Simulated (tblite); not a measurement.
A geometry optimisation, step by step.

Compound: C4H4BF.
Bonds: C1–C2 (double), C2–C3, C3–C4 (triple), C4–B5, B5–F6. Hydrogens: H7, H8 on C1; H9 on C2; H10 on B5.

Computed with GFN2-xTB (tblite), gas phase: L-BFGS steps from a force-field or distance-geometry start until the largest atomic force falls under 0.01 eV/Å. 14 of its 25 geometries are shown.

Step 0: E = -449.1873 eV, largest atomic force 3.238 eV/Å
```
atom  x, y, z in Å  |  force x, y, z in eV/Å
C1     -2.217    0.512    0.456   -0.746   0.852  -0.215
C2     -1.378   -0.468    0.699    1.694  -0.646   0.054
C3      0.032   -0.342    0.395   -2.511  -0.358   0.545
C4      1.192   -0.218    0.117    2.111   0.402  -0.465
B5      2.681   -0.085   -0.205    0.064   2.020  -1.053
F6      3.169    1.141   -0.801   -1.036  -2.746   1.368
H7     -1.891    1.446    0.004   -0.175  -0.261   0.144
H8     -3.268    0.405    0.705    0.204   0.165  -0.127
H9     -1.723   -1.394    1.158    0.308   0.144  -0.145
H10     3.412   -0.993   -0.036    0.087   0.429  -0.105
```

Step 2: E = -449.4433 eV, largest atomic force 1.372 eV/Å
```
atom  x, y, z in Å  |  force x, y, z in eV/Å
C1     -2.227    0.523    0.453    0.844  -0.907   0.217
C2     -1.351   -0.475    0.700   -0.591   0.827  -0.172
C3      0.022   -0.346    0.396    0.183  -0.056  -0.055
C4      1.199   -0.212    0.116    0.205   0.276  -0.085
B5      2.685   -0.036   -0.232   -0.677  -1.120   0.412
F6      3.142    1.068   -0.764    0.072   0.123  -0.022
H7     -1.895    1.441    0.007   -0.064   0.126  -0.040
H8     -3.264    0.409    0.702   -0.113   0.083  -0.029
H9     -1.714   -1.391    1.155    0.272  -0.003  -0.064
H10     3.413   -0.978   -0.040   -0.130   0.651  -0.162
```

Step 4: E = -449.4890 eV, largest atomic force 0.385 eV/Å
```
atom  x, y, z in Å  |  force x, y, z in eV/Å
C1     -2.218    0.514    0.455   -0.061   0.110  -0.028
C2     -1.354   -0.467    0.698    0.264  -0.050   0.009
C3      0.027   -0.347    0.394   -0.238  -0.038   0.035
C4      1.200   -0.205    0.115    0.058   0.142  -0.034
B5      2.671   -0.056   -0.226   -0.203  -0.134  -0.006
F6      3.140    1.062   -0.760   -0.143  -0.309   0.179
H7     -1.898    1.442    0.007   -0.066  -0.025   0.024
H8     -3.264    0.412    0.700    0.087   0.050  -0.052
H9     -1.706   -1.389    1.152    0.251   0.019  -0.063
H10     3.410   -0.961   -0.044    0.049   0.235  -0.063
```

Step 6: E = -449.5033 eV, largest atomic force 0.175 eV/Å
```
atom  x, y, z in Å  |  force x, y, z in eV/Å
C1     -2.216    0.514    0.455    0.072  -0.044   0.013
C2     -1.345   -0.465    0.699   -0.120   0.101  -0.014
C3      0.025   -0.348    0.393   -0.140   0.018   0.021
C4      1.196   -0.196    0.115   -0.041   0.010  -0.002
B5      2.656   -0.070   -0.225   -0.004   0.038  -0.031
F6      3.132    1.044   -0.749   -0.066  -0.002   0.022
H7     -1.902    1.442    0.008   -0.001   0.060  -0.023
H8     -3.260    0.415    0.697    0.005  -0.003  -0.010
H9     -1.689   -1.388    1.148    0.159  -0.074   0.003
H10     3.413   -0.944   -0.049    0.136  -0.104   0.021
```

Step 7: E = -449.5055 eV, largest atomic force 0.131 eV/Å
```
atom  x, y, z in Å  |  force x, y, z in eV/Å
C1     -2.215    0.515    0.455   -0.016   0.025  -0.001
C2     -1.346   -0.463    0.699   -0.072   0.025   0.004
C3      0.022   -0.348    0.393   -0.104   0.034   0.012
C4      1.192   -0.194    0.115    0.028  -0.011  -0.015
B5      2.652   -0.073   -0.224    0.071   0.050  -0.034
F6      3.129    1.043   -0.748   -0.078  -0.023   0.028
H7     -1.903    1.443    0.008    0.008   0.047  -0.018
H8     -3.259    0.415    0.696   -0.014  -0.003  -0.005
H9     -1.681   -1.389    1.147    0.109  -0.072   0.013
H10     3.417   -0.944   -0.049    0.068  -0.071   0.017
```

Step 9: E = -449.5076 eV, largest atomic force 0.077 eV/Å
```
atom  x, y, z in Å  |  force x, y, z in eV/Å
C1     -2.216    0.518    0.455   -0.056   0.029  -0.001
C2     -1.350   -0.462    0.700    0.021  -0.016   0.001
C3      0.018   -0.345    0.393    0.028   0.056  -0.021
C4      1.188   -0.194    0.115    0.059  -0.048  -0.013
B5      2.651   -0.076   -0.225    0.045  -0.018   0.012
F6      3.123    1.042   -0.745   -0.047  -0.004   0.010
H7     -1.904    1.446    0.007    0.004   0.006   0.001
H8     -3.259    0.416    0.695   -0.055   0.013   0.000
H9     -1.669   -1.395    1.147    0.026  -0.025   0.010
H10     3.424   -0.946   -0.049   -0.025   0.008   0.000
```

Step 11: E = -449.5086 eV, largest atomic force 0.060 eV/Å
```
atom  x, y, z in Å  |  force x, y, z in eV/Å
C1     -2.219    0.519    0.455    0.003  -0.042   0.014
C2     -1.351   -0.460    0.699    0.034   0.026  -0.015
C3      0.017   -0.339    0.392    0.035   0.041  -0.021
C4      1.190   -0.197    0.114    0.001  -0.059   0.009
B5      2.654   -0.079   -0.224   -0.025  -0.021   0.021
F6      3.117    1.042   -0.744   -0.003   0.019  -0.007
H7     -1.904    1.448    0.007   -0.021  -0.034   0.023
H8     -3.263    0.417    0.695   -0.025   0.019  -0.007
H9     -1.660   -1.399    1.147    0.006   0.047  -0.017
H10     3.427   -0.948   -0.048   -0.005   0.004  -0.001
```

Step 13: E = -449.5095 eV, largest atomic force 0.061 eV/Å
```
atom  x, y, z in Å  |  force x, y, z in eV/Å
C1     -2.222    0.519    0.456    0.017  -0.030   0.007
C2     -1.350   -0.458    0.699   -0.001   0.033  -0.009
C3      0.018   -0.331    0.389   -0.020   0.006  -0.004
C4      1.193   -0.205    0.114   -0.022  -0.036   0.017
B5      2.655   -0.082   -0.222   -0.017   0.009  -0.007
F6      3.111    1.042   -0.743    0.014   0.007  -0.002
H7     -1.905    1.448    0.008   -0.033  -0.030   0.022
H8     -3.268    0.420    0.694    0.027  -0.004  -0.005
H9     -1.652   -1.398    1.146    0.004   0.057  -0.022
H10     3.428   -0.949   -0.048    0.032  -0.011   0.002
```

Step 15: E = -449.5099 eV, largest atomic force 0.028 eV/Å
```
atom  x, y, z in Å  |  force x, y, z in eV/Å
C1     -2.223    0.517    0.457   -0.006   0.014  -0.005
C2     -1.349   -0.456    0.698   -0.009   0.008   0.001
C3      0.018   -0.327    0.387   -0.012  -0.006  -0.001
C4      1.194   -0.210    0.115    0.005  -0.010   0.006
B5      2.655   -0.083   -0.222    0.010  -0.002  -0.010
F6      3.109    1.042   -0.742    0.006  -0.007   0.006
H7     -1.908    1.446    0.010   -0.021   0.015  -0.001
H8     -3.269    0.420    0.693    0.011  -0.025   0.007
H9     -1.649   -1.396    1.145   -0.008   0.009  -0.001
H10     3.430   -0.949   -0.048    0.022   0.005  -0.002
```

Step 17: E = -449.5101 eV, largest atomic force 0.040 eV/Å
```
atom  x, y, z in Å  |  force x, y, z in eV/Å
C1     -2.224    0.518    0.456   -0.010   0.018  -0.004
C2     -1.349   -0.454    0.698    0.007  -0.004  -0.001
C3      0.017   -0.326    0.386    0.025  -0.002  -0.005
C4      1.194   -0.213    0.116    0.015   0.000  -0.004
B5      2.656   -0.084   -0.222    0.009  -0.020   0.005
F6      3.109    1.042   -0.741   -0.002  -0.006   0.004
H7     -1.911    1.446    0.011   -0.011   0.036  -0.013
H8     -3.269    0.418    0.693   -0.022  -0.023   0.013
H9     -1.648   -1.393    1.144   -0.017  -0.013   0.011
H10     3.433   -0.949   -0.048    0.007   0.015  -0.006
```

Step 18: E = -449.5102 eV, largest atomic force 0.045 eV/Å
```
atom  x, y, z in Å  |  force x, y, z in eV/Å
C1     -2.225    0.519    0.456   -0.008   0.012  -0.001
C2     -1.349   -0.452    0.697    0.018  -0.008  -0.006
C3      0.017   -0.325    0.386    0.045  -0.001  -0.005
C4      1.195   -0.217    0.116    0.016   0.007  -0.012
B5      2.656   -0.086   -0.223    0.004  -0.027   0.017
F6      3.109    1.041   -0.741   -0.007  -0.003   0.001
H7     -1.914    1.448    0.011   -0.009   0.040  -0.016
H8     -3.269    0.416    0.694   -0.038  -0.014   0.014
H9     -1.648   -1.391    1.144   -0.019  -0.019   0.013
H10     3.437   -0.948   -0.048   -0.001   0.014  -0.007
```

Step 20: E = -449.5106 eV, largest atomic force 0.031 eV/Å
```
atom  x, y, z in Å  |  force x, y, z in eV/Å
C1     -2.228    0.521    0.456    0.002  -0.006   0.006
C2     -1.348   -0.448    0.696    0.015  -0.004  -0.011
C3      0.018   -0.323    0.383    0.030  -0.005   0.005
C4      1.198   -0.225    0.117    0.003   0.017  -0.018
B5      2.659   -0.090   -0.223    0.003  -0.010   0.024
F6      3.107    1.040   -0.739   -0.013   0.002  -0.004
H7     -1.923    1.454    0.011   -0.016   0.009  -0.005
H8     -3.271    0.409    0.697   -0.019   0.007   0.005
H9     -1.648   -1.388    1.143   -0.006  -0.002   0.002
H10     3.445   -0.947   -0.049    0.000  -0.008  -0.004
```

Step 22: E = -449.5107 eV, largest atomic force 0.020 eV/Å
```
atom  x, y, z in Å  |  force x, y, z in eV/Å
C1     -2.229    0.521    0.456    0.002  -0.004   0.002
C2     -1.347   -0.447    0.695   -0.002   0.002  -0.004
C3      0.020   -0.322    0.383   -0.008  -0.007   0.007
C4      1.199   -0.226    0.117   -0.001   0.010  -0.008
B5      2.660   -0.091   -0.222    0.009   0.008   0.006
F6      3.106    1.039   -0.738   -0.005  -0.001  -0.002
H7     -1.926    1.455    0.011   -0.017  -0.010   0.004
H8     -3.272    0.408    0.697    0.012   0.007   0.000
H9     -1.648   -1.387    1.143    0.005   0.010  -0.007
H10     3.446   -0.947   -0.050    0.006  -0.015   0.001
```

Step 24: E = -449.5108 eV, largest atomic force 0.009 eV/Å
```
atom  x, y, z in Å  |  force x, y, z in eV/Å
C1     -2.229    0.521    0.456   -0.002   0.000  -0.002
C2     -1.347   -0.447    0.694   -0.003   0.002   0.002
C3      0.020   -0.322    0.383   -0.008   0.000  -0.001
C4      1.199   -0.225    0.116    0.000   0.002   0.002
B5      2.661   -0.091   -0.221    0.003   0.005  -0.004
F6      3.105    1.039   -0.738    0.004  -0.002   0.000
H7     -1.929    1.456    0.011   -0.007  -0.004   0.001
H8     -3.272    0.408    0.698    0.008   0.000   0.003
H9     -1.648   -1.386    1.143    0.005   0.002  -0.004
H10     3.447   -0.948   -0.050   -0.001  -0.004   0.003
```

Task: Summarise the path.

Result: The energy falls by 7.46 kcal/mol from step 0 to step 24; nine tenths of that is first reached at step 4. It falls at every step. The largest force goes from 3.238 to 0.009 eV/Å. Among the bonds B5–F6 changes most, from 1.448 to 1.320 Å; the atoms move by 0.057 Å rms after alignment.

The cost below is that of the whole relaxation. Time: under 0.1 s of wall time. Hardware: Arm Neoverse V2, one thread, shared host.
